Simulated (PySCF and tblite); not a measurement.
Values are calculated unless marked as measured or tabulated.
3 regioisomers of C₆H₅BO₅:

| isomer | SMILES |
| --- | --- |
| A | [O:1]=[C:2]1[CH:3]=[C:4]([OH:5])[C:6](=[O:7])[C:8]([B:9]([OH:10])[OH:11])=[CH:12]1 |
| B | [O:1]=[C:2]1[CH:3]=[C:4]([B:5]([OH:6])[OH:7])[C:8](=[O:9])[CH:10]=[C:11]1[OH:12] |
| C | [O:1]=[C:2]1[CH:3]=[CH:4][C:5](=[O:6])[C:7]([B:8]([OH:9])[OH:10])=[C:11]1[OH:12] |

Protocol: conformer search, at most 5 conformers an isomer, GFN2-xTB geometries, energies B3LYP/def2-SVP (D3(BJ) added where defined), weights at 298.15 K with GFN2-xTB thermal terms. Programs: PySCF with density fitting and tblite.

(1) Rank the isomers by free energy at 298.15 K.

The search found a single conformer for at least one isomer; other rotamers may be missing.

## Answers

(1) 
| isomer | ΔG (kcal/mol) | ΔE, lowest conformer | conformers | largest weight % | rms dipole (D) |
| --- | --- | --- | --- | --- | --- |
| C | 0.0 | 0.0 | 1 | 100 | 1.19 |
| B | 2.2 | 2.6 | 1 | 100 | 0.89 |
| A | 3.4 | 4.0 | 1 | 100 | 2.56 |
